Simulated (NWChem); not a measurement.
System: SiSH cation, singlet; SMILES [Si]=[SH+]

The following NWChem deck was run.

```
start job
memory heap 200 mb stack 900 mb global 1100 mb
charge 1
geometry units angstroms noautoz
  Si    -0.035020    -1.096126     0.000000
  S      0.106931     0.964392     0.000000
  H     -1.259293     1.042319     0.000000
end
basis spherical
  * library aug-cc-pvdz
end
dft
  xc xcamb88 1.00 lyp 0.81 vwn_5 0.19 hfexch 1.00
  cam 0.33 cam_alpha 0.19 cam_beta 0.46
  iterations 150
end
tddft
  nroots 6
  notriplet
end
task tddft energy
```

Excerpt of the output:

```
             Northwest Computational Chemistry Package (NWChem) 7.3.0
             --------------------------------------------------------

 CS  symmetry detected

                             Geometry "geometry" -> ""
                             -------------------------

 Output coordinates in angstroms (scale by  1.889725989 to convert to a.u.)

  No.       Tag          Charge          X              Y              Z
 ---- ---------------- ---------- -------------- -------------- --------------
    1 Si                  14.0000     0.02093131    -1.13278536     0.00000000
    2 S                   16.0000     0.06325616     0.93218271     0.00000000
    3 H                    1.0000    -1.30513680     0.94407159     0.00000000

 Effective nuclear repulsion energy (a.u.)      66.5848744383

      Symmetry information
      --------------------

 Group name             Cs
 Group number              2
 Group order               2
 No. of unique centers     3

                                 NWChem DFT Module
                                 -----------------

 Summary of "ao basis" -> "ao basis" (spherical)
 ------------------------------------------------------------------------------
       Tag                 Description            Shells   Functions and Types
 ---------------- ------------------------------  ------  ---------------------
 Si                       aug-cc-pvdz               11       27   5s4p2d
 S                        aug-cc-pvdz               11       27   5s4p2d
 H                        aug-cc-pvdz                5        9   3s2p

      Symmetry analysis of basis
      --------------------------

        a'         45
        a"         18

            General Information
            -------------------
          SCF calculation type: DFT
          Wavefunction type:  closed shell.
          No. of atoms     :     3
          No. of electrons :    30
           Alpha electrons :    15
            Beta electrons :    15
          Charge           :     1
          Spin multiplicity:     1
          Use of symmetry is: off; symmetry adaption is: on
          Maximum number of iterations: 150
          AO basis - number of functions:    63
                     number of shells:    27
          Convergence on energy requested:  1.00D-06
          Convergence on density requested:  1.00D-05
          Convergence on gradient requested:  5.00D-04

              XC Information
              --------------
                     Hartree-Fock (Exact) Exchange  1.000
                   CAM-Becke88 Exchange Functional  1.000
                      VWN V Correlation Functional  0.190 local
              Lee-Yang-Parr Correlation Functional  0.810

           Range-Separation Parameters
           ---------------------------
           Alpha           :  0.19
           Beta            :  0.46
           Gamma           :  0.33
           Short-Range HF  :     F

             Grid Information
             ----------------
          Grid used for XC integration:  medium
          Radial quadrature: Mura-Knowles
          Angular quadrature: Lebedev.
          Tag              B.-S. Rad. Rad. Pts. Rad. Cut. Ang. Pts.
          ---              ---------- --------- --------- ---------
          Si                  1.10       88          13.0       590
          S                   1.00       88          13.0       590
          H                   0.35       45          14.0       434
          Grid pruning is: on
          Number of quadrature shells:   221
          Spatial weights used:  Erf1

      Superposition of Atomic Density Guess
      -------------------------------------

 Sum of atomic energies:        -686.81417029

 Renormalizing density from      31.00 to     30

      Non-variational initial energy
      ------------------------------

 Total energy =    -673.063055
 1-e energy   =   -1047.918987
 2-e energy   =     308.271058
 HOMO         =      -0.656879
 LUMO         =      -0.379007

      Symmetry analysis of molecular orbitals - initial
      -------------------------------------------------

  Numbering of irreducible representations:

     1 a'          2 a"

  Orbital symmetries:

     1 a'          2 a'          3 a'          4 a'          5 a'
     6 a"          7 a'          8 a'          9 a'         10 a"
    11 a'         12 a'         13 a'         14 a"         15 a'
    16 a'         17 a"         18 a'         19 a'         20 a'
    21 a'         22 a"         23 a'         24 a'         25 a"

   convergence    iter        energy       DeltaE   RMS-Dens  Diis-err
 ---------------- ----- ----------------- --------- --------- ---------
 d= 0,ls=0.0,diis     1   -687.8173569455 -7.54D+02  2.45D-02  1.49D+00
 d= 0,ls=0.0,diis     2   -687.7588793235  5.85D-02  1.45D-02  1.28D+00
 d= 0,ls=0.0,diis     3   -687.9699884425 -2.11D-01  3.54D-03  6.13D-02
 d= 0,ls=0.0,diis     4   -687.9816659643 -1.17D-02  7.23D-04  1.01D-03
 d= 0,ls=0.0,diis     5   -687.9818895014 -2.24D-04  2.01D-04  1.20D-04
  Resetting Diis
 d= 0,ls=0.0,diis     6   -687.9819197773 -3.03D-05  5.91D-05  3.46D-06
 d= 0,ls=0.0,diis     7   -687.9819217112 -1.93D-06  2.02D-05  5.63D-07
 d= 0,ls=0.0,diis     8   -687.9819219746 -2.63D-07  7.52D-06  1.64D-07

         Total DFT energy =     -687.981921974635
      One electron energy =    -1075.661031597947
           Coulomb energy =      367.725537490457
    Exchange-Corr. energy =      -46.631302305451
 Nuclear repulsion energy =       66.584874438307

 Numeric. integr. density =       30.000009284481

                  Occupations of the irreducible representations
                  ----------------------------------------------

                     irrep           alpha         beta
                     --------     --------     --------
                     a'               12.0         12.0
                     a"                3.0          3.0

                       DFT Final Molecular Orbital Analysis
                       ------------------------------------

 Vector   13  Occ=2.000000D+00  E=-7.082953D-01  Symmetry=a'
              MO Center= -1.2D-01,  6.3D-01, -9.2D-11, r^2= 2.1D+00
   Bfn.  Coefficient  Atom+Function         Bfn.  Coefficient  Atom+Function
  ----- ------------  ---------------      ----- ------------  ---------------
    36      0.398293  2 S  px                31      0.322085  2 S  s
    55     -0.301542  3 H  s                 39      0.242729  2 S  px
    30      0.226110  2 S  s                  3     -0.209484  1 Si s
     4     -0.156301  1 Si s                 56     -0.132654  3 H  s
     9      0.092156  1 Si px                37      0.084138  2 S  py

 Vector   14  Occ=2.000000D+00  E=-5.932162D-01  Symmetry=a"
              MO Center=  2.1D-02,  5.4D-01,  2.2D-10, r^2= 1.8D+00
   Bfn.  Coefficient  Atom+Function         Bfn.  Coefficient  Atom+Function
  ----- ------------  ---------------      ----- ------------  ---------------
    38      0.514020  2 S  pz                41      0.422334  2 S  pz
    11      0.217741  1 Si pz                14      0.116071  1 Si pz
    19      0.071681  1 Si d -1              51     -0.041879  2 S  d -1
    46     -0.037579  2 S  d -1

 Vector   15  Occ=2.000000D+00  E=-5.918203D-01  Symmetry=a'
              MO Center=  4.3D-02, -4.6D-01, -4.7D-10, r^2= 3.1D+00
   Bfn.  Coefficient  Atom+Function         Bfn.  Coefficient  Atom+Function
  ----- ------------  ---------------      ----- ------------  ---------------
    37     -0.410380  2 S  py                10      0.374852  1 Si py
     4     -0.325350  1 Si s                  3     -0.301275  1 Si s
    40     -0.286439  2 S  py                13      0.158773  1 Si py
    31     -0.083717  2 S  s                 22     -0.071005  1 Si d  2
    36     -0.046780  2 S  px                20     -0.039096  1 Si d  0

[...]

                                NWChem TDDFT Module
                                -------------------

            General Information
            -------------------
           No. of orbitals :     126
            Alpha orbitals :      63
             Beta orbitals :      63
        Alpha frozen cores :       0
         Beta frozen cores :       0
     Alpha frozen virtuals :       0
      Beta frozen virtuals :       0
         Spin multiplicity :       1
    Number of AO functions :      63
        Use of symmetry is : off
      Symmetry adaption is : on
         Schwarz screening :  0.10D-07

              XC Information
              --------------
              Hartree-Fock (Exact) Exchange   1.00
            CAM-Becke88 Exchange Functional   1.00
               VWN V Correlation Functional   0.19 local
       Lee-Yang-Parr Correlation Functional   0.81
           Alpha           :  0.19
           Beta            :  0.46
           Gamma           :  0.33

             TDDFT Information
             -----------------
          Calculation type : TDDFT
         Wavefunction type : Restricted singlets
          No. of electrons :      30
           Alpha electrons :      15
            Beta electrons :      15
              No. of roots :       6
          Max subspacesize :    5200
            Max iterations :     100
               Target root :       1
           Target symmetry : none
      Symmetry restriction : off
                 Algorithm : Optimal
        Davidson threshold :  0.10D-03

    6 smallest eigenvalue differences (eV)
--------------------------------------------------------
  No. Spin  Occ  Vir  Irrep   E(Occ)    E(Vir)   E(Diff)
--------------------------------------------------------
    1    1   15   16 a'       -0.592    -0.312     7.623
    2    1   14   16 a"       -0.593    -0.312     7.661
    3    1   15   17 a"       -0.592    -0.289     8.231
    4    1   14   17 a'       -0.593    -0.289     8.269
    5    1   13   16 a'       -0.708    -0.312    10.792
    6    1   15   18 a'       -0.592    -0.174    11.356
--------------------------------------------------------

  Entering Davidson iterations
  Restricted singlet excited states

  Iter   NTrls   NConv    DeltaV     DeltaE      Time
  ----  ------  ------  ---------  ---------  ---------
    1      6       0     0.22E+00   0.10+100        6.0
    2     18       0     0.42E-01   0.23E-01        7.6
    3     30       0     0.13E-01   0.20E-02        7.6
    4     42       0     0.28E-02   0.99E-04        7.2
    5     54       2     0.91E-01   0.12E-01        7.2
    6     60       4     0.20E-01   0.47E-02        7.2
    7     63       5     0.78E-02   0.63E-03        5.1
    8     65       5     0.24E-02   0.56E-04        5.0
    9     67       5     0.46E-03   0.32E-05        5.1
   10     69       5     0.12E-03   0.98E-07        4.9
   11     71       6     0.88E-04   0.45E-08        5.2
  ----  ------  ------  ---------  ---------  ---------
  Convergence criterion met

  Ground state a'       -687.981921974635 a.u.

  ----------------------------------------------------------------------------
  Root   1 singlet a"             0.136222642 a.u.                3.7068 eV
  ----------------------------------------------------------------------------
     Transition Moments    X  0.00000   Y -0.00000   Z  0.04820
     Dipole Oscillator Strength                    0.0002110251
     Electric Quadrupole                           0.0000000060
     Magnetic Dipole                               0.0000001752
     Total Oscillator Strength                     0.0002112063

     Occ.   14  a"  ---  Virt.   16  a'   0.99614 X
  ----------------------------------------------------------------------------
  Root   2 singlet a'             0.141998351 a.u.                3.8640 eV
  ----------------------------------------------------------------------------
     Transition Moments    X  0.47082   Y -0.07209   Z  0.00000
     Dipole Oscillator Strength                    0.0214762698
     Electric Quadrupole                           0.0000001000
     Magnetic Dipole                               0.0000031630
     Total Oscillator Strength                     0.0214795329

     Occ.   12  a'  ---  Virt.   16  a'   0.06139 X
     Occ.   14  a"  ---  Virt.   17  a"   0.09594 X
     Occ.   15  a'  ---  Virt.   16  a'   0.99361 X
     Occ.   15  a'  ---  Virt.   16  a'  -0.07725 Y
  ----------------------------------------------------------------------------
  Root   3 singlet a"             0.165968308 a.u.                4.5162 eV
  ----------------------------------------------------------------------------
     Transition Moments    X  0.00000   Y -0.00000   Z  0.43242
     Dipole Oscillator Strength                    0.0206893443
     Electric Quadrupole                           0.0000001978
     Magnetic Dipole                               0.0000047145
     Total Oscillator Strength                     0.0206942565

     Occ.   12  a'  ---  Virt.   17  a"   0.08120 X
     Occ.   15  a'  ---  Virt.   17  a"   0.99510 X
     Occ.   15  a'  ---  Virt.   17  a"  -0.06889 Y
  ----------------------------------------------------------------------------
  Root   4 singlet a'             0.192300729 a.u.                5.2328 eV
  ----------------------------------------------------------------------------
     Transition Moments    X  0.10866   Y -0.68663   Z -0.00000
     Dipole Oscillator Strength                    0.0619549094
     Electric Quadrupole                           0.0000000191
     Magnetic Dipole                               0.0000000876
     Total Oscillator Strength                     0.0619550161

     Occ.   12  a'  ---  Virt.   19  a'   0.05007 X
     Occ.   13  a'  ---  Virt.   16  a'   0.21938 X
     Occ.   14  a"  ---  Virt.   17  a"  -0.94750 X
     Occ.   14  a"  ---  Virt.   17  a"   0.06638 Y
     Occ.   15  a'  ---  Virt.   16  a'   0.08955 X
     Occ.   15  a'  ---  Virt.   19  a'   0.19565 X
     Occ.   15  a'  ---  Virt.   24  a'  -0.07067 X
  ----------------------------------------------------------------------------
  Root   5 singlet a"             0.269096406 a.u.                7.3225 eV
  ----------------------------------------------------------------------------
     Transition Moments    X  0.00000   Y -0.00000   Z -0.20567
     Dipole Oscillator Strength                    0.0075883659
     Electric Quadrupole                           0.0000000034
     Magnetic Dipole                               0.0000002679
     Total Oscillator Strength                     0.0075886373

     Occ.   14  a"  ---  Virt.   18  a'   0.88679 X
     Occ.   14  a"  ---  Virt.   19  a'  -0.40983 X
     Occ.   14  a"  ---  Virt.   20  a'  -0.13184 X
     Occ.   14  a"  ---  Virt.   21  a'   0.09580 X
     Occ.   14  a"  ---  Virt.   28  a'   0.06999 X
     Occ.   14  a"  ---  Virt.   29  a'   0.06246 X
  ----------------------------------------------------------------------------
  Root   6 singlet a'             0.274483779 a.u.                7.4691 eV
  ----------------------------------------------------------------------------
     Transition Moments    X  0.13907   Y  0.17208   Z -0.00000
     Dipole Oscillator Strength                    0.0089575104
     Electric Quadrupole                           0.0000001483
     Magnetic Dipole                               0.0000000473
     Total Oscillator Strength                     0.0089577059

     Occ.   12  a'  ---  Virt.   16  a'   0.05112 X
     Occ.   12  a'  ---  Virt.   19  a'  -0.05159 X
     Occ.   13  a'  ---  Virt.   16  a'   0.90842 X
     Occ.   14  a"  ---  Virt.   17  a"   0.13624 X
     Occ.   15  a'  ---  Virt.   18  a'   0.10339 X
     Occ.   15  a'  ---  Virt.   19  a'  -0.35774 X
     Occ.   15  a'  ---  Virt.   24  a'   0.06572 X

              Target root =      1
          Target symmetry = none
      Ground state energy =   -687.981921974635
        Excitation energy =      0.136222642082
     Excited state energy =   -687.845699332553

  stored tddft:energy   -687.84569933255329
```

Level: CAM-B3LYP/aug-cc-pVDZ, full TDDFT. Low-valent species are run as closed-shell singlets; no triplet was tried in these runs. All runs use the structure optimised with PBE0/def2-SVP.
